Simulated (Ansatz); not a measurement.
Molecule: ZnBr₂ (charge -1, doublet). SMILES of the parent species: [Br][Zn][Br]

Atoms: Zn1, Br2, Br3. Bonds: Zn1-Br2, Zn1-Br3.

Bond lengths (Å) and angles (degrees) optimised at HF/3-21G with Ansatz (a quantum-chemistry and plane-wave program); PBE/LANL2DZ with Ansatz; B3LYP/LANL2DZ with Ansatz; MP2/LANL2DZ with Ansatz, each started from the B3LYP-D3(BJ)/def2-TZVP structure (Ansatz) of the last column. A row stands for all coordinates that are equal there. No wavenumbers were computed at PBE/LANL2DZ, MP2/LANL2DZ, so these may be saddle points.

| coordinate | HF/3-21G | PBE/LANL2DZ | B3LYP/LANL2DZ | MP2/LANL2DZ | B3LYP-D3(BJ)/def2-TZVP |
|---|---|---|---|---|---|
| Zn1-Br2 | 2.470 | 2.616 | 2.619 | 2.543 | 2.488 |
| Br2-Zn1-Br3 | 117.2 | 124.5 | 124.0 | 117.5 | 119.7 |

Mean signed difference of all 2 bond lengths from B3LYP-D3(BJ)/def2-TZVP: HF/3-21G -0.018 Å, PBE/LANL2DZ 0.128 Å, B3LYP/LANL2DZ 0.131 Å, MP2/LANL2DZ 0.055 Å.
